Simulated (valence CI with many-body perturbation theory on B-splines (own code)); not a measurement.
Values are calculated unless marked as measured or tabulated.
# Xe²²⁺ in three bases

Level of theory: relativistic CI+MBPT: four valence electrons over a frozen Dirac-Fock core [Ar] 3d10, a basis of 9 s, 9 p, 8 d, 6 f, 3 g, 1 h functions for each j, with the one-electron correlation potential Σ1, the two-electron term Σ2, the three-electron term Σ3, Breit, model QED; selected CI, second order for the rest, scaled by the run's own slope (own B-spline code, finite nucleus).

No measured spectrum was set against this ion. As an estimate, levels hold to about 250 cm⁻¹ or 0.2 % of their energy and the worst to 1 %, as in measured heavy ions of charge 2 to 7; those with d or f electrons hold less well.

The reference run has the lowest level (4s^2 4p1/2^2) J=0 and an ionisation energy of 701.384 eV. Its largest variational space holds 19998 state functions.

Levels are named by their leading jj configuration (3d3/2^4 stands for four electrons in 3d with j = 3/2), which in mixed levels can hold well under half, so a name can repeat and another be missing. Letters in brackets count levels of one name in rising energy.

Changed runs:
A. basis 6 s, 6 p, 5 d, 3 f, 1 g
B. basis 5 s, 5 p, 4 d, 2 f

Excitation energies of the reference run in cm⁻¹, and shifts in cm⁻¹:

```
                     Level  Reference       A       B
    (4s^2 4p1/2 4p3/2) J=1     113582     -70    -221
    (4s^2 4p1/2 4p3/2) J=2     133415     +16    +125
        (4s^2 4p3/2^2) J=2     262259     -17     +55
        (4s^2 4p3/2^2) J=0     309554    +102    +548
    (4s 4p1/2^2 4p3/2) J=2     505167    -189    -609
    (4s 4p1/2^2 4p3/2) J=1     577971    +3.3    +131
(4s 4p1/2 4p3/2^2) J=2 [a]     620926    -131    -348
    (4s 4p1/2 4p3/2^2) J=3     654704     -71    -125
    (4s 4p1/2 4p3/2^2) J=0     696162     +19    +251
(4s 4p1/2 4p3/2^2) J=1 [a]     711409    +1.4    +175
(4s 4p1/2 4p3/2^2) J=2 [b]     716003     -19     +70
(4s 4p1/2 4p3/2^2) J=1 [b]     759116    +121    +595
    Ionisation energy (eV)    701.384  -0.031  -0.109
```
